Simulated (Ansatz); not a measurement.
Species: [Nb(Cl)3(F)2] (charge 0, multiplicity 1), formula Cl$_{3}$F$_{2}$Nb.

How many basis functions does frozen-core CCSD(T)/def2-TZVPP // PBE-D3(BJ)/def2-SVP in Ansatz (a quantum-chemistry and plane-wave program) use, how many core orbitals are frozen, and how many electrons are correlated?

244 basis functions and 17 frozen orbitals, which leaves 48 correlated electrons. Core time is of the order of minutes.
